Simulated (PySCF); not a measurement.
**Mg (magnesium, neutral) across methods**

[Ne] 3s1 4s1, high-spin 3S determinant (an excited configuration). Computed with PySCF 2.14 in aug-cc-pVTZ-DK (6s5p3d2f, 50 functions), with scalar relativity by spin-free X2C-1e.

| method | E (hartree) | mean ε 2p β (eV) | mean ε 3s α (eV) | mean ε 4s α (eV) | Σ⟨r²⟩ (bohr²) | ⟨S²⟩ |
| --- | --- | --- | --- | --- | --- | --- |
| BP86 | -200.2161 | -52.048 | -8.454 | -1.682 | 90.97 | 2.000 |
| PW91 | -200.1813 | -52.099 | -8.405 | -1.643 | 91.83 | 2.000 |
| PBE0 | -200.0961 | -55.954 | -9.198 | -1.892 | 93.21 | 2.000 |
| BLYP | -200.2081 | -51.952 | -8.264 | -1.438 | 91.50 | 2.000 |
| r2SCAN | -200.1708 | -53.382 | -8.594 | -1.572 | 94.15 | 2.000 |
| PBE | -200.0780 | -51.918 | -8.358 | -1.639 | 92.23 | 2.000 |
| LDA | -199.2474 | -51.973 | -8.425 | -1.618 | 89.80 | 2.000 |
| r2SCANh | -200.1689 | -54.816 | -8.891 | -1.665 | 93.70 | 2.000 |

Estimate the same row for UHF.

E (hartree) = -199.76457; mean ε 2p β (eV) = -66.949; mean ε 3s α (eV) = -11.335; mean ε 4s α (eV) = -2.399; Σ⟨r²⟩ (bohr²) = 95.84; ⟨S²⟩ = 2.000.

The outer electron is Rydberg-like, and this basis confines it to a smaller radius and binds it less than a complete one would.
